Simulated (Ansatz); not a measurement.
Process, species as SMILES: [GeH3] (GeH3) -> [GeH3-] (an electron is taken up)

Property: adiabatic electron affinity (0 K, with zero-point energies), in eV. Positive where the reaction releases energy. Conventions: non-relativistic; no dispersion term unless named; valence correlation only (noble-gas shells and the d and f shells of earlier blocks); 6-31G* and kin with 6d, 5d where marked; no spin-orbit coupling; UHF or UKS for open shells; LANL2DZ with its own core potentials from Na on. Ab initio and DFT rows: single points at B3LYP-D3(BJ) geometries (Ansatz, an electronic-structure program), with unscaled harmonic terms from B3LYP/6-31G* (LANL2DZ past Ar) at its own minima. Sets without +, aug- or the D of def2-TZVPD hold no diffuse functions, which anions need.

```
level                                     program  adiabatic electron affinity (0 K, with zero-point energies) (eV)
---------------------------------  --------------  ----------------------------------------------------------------
HF/STO-3G                                  Ansatz                                                             -4.29
HF/3-21G                                   Ansatz                                                              0.22
HF/6-31G*                                  Ansatz                                                              0.33
SVWN5/6-31G*                               Ansatz                                                              1.60
SVWN5/6-31G* with LANL2DZ past Ar          Ansatz                                                              1.49
PBE/3-21G                                  Ansatz                                                              1.10
B3LYP/3-21G                                Ansatz                                                              1.17
B3LYP/6-31G*                               Ansatz                                                              1.49
B3LYP/6-31G**                              Ansatz                                                              1.45
B3LYP/def2-SVP                             Ansatz                                                              1.41
B3LYP/6-31G* with LANL2DZ past Ar          Ansatz                                                              1.37
MP2/3-21G                                  Ansatz                                                              0.45
MP2/LANL2DZ                                Ansatz                                                              0.57
MP2/6-31G* with LANL2DZ past Ar            Ansatz                                                              0.64
PBE/def2-TZVPD                             Ansatz                                                              1.55
B3LYP-D3(BJ)/def2-TZVPD            Ansatz + dftd3                                                              1.62
PBE0/def2-TZVPD                            Ansatz                                                              1.45
```

No value to compare with is used here. The 14 habitual levels span -4.29 (HF/STO-3G) to 1.60 eV (SVWN5/6-31G*); PBE/def2-TZVPD gives 1.55.

The levels are drawn from those run, B3LYP/6-31G* more often than the rest, none by its result; runs whose electronic state is in doubt are left out.
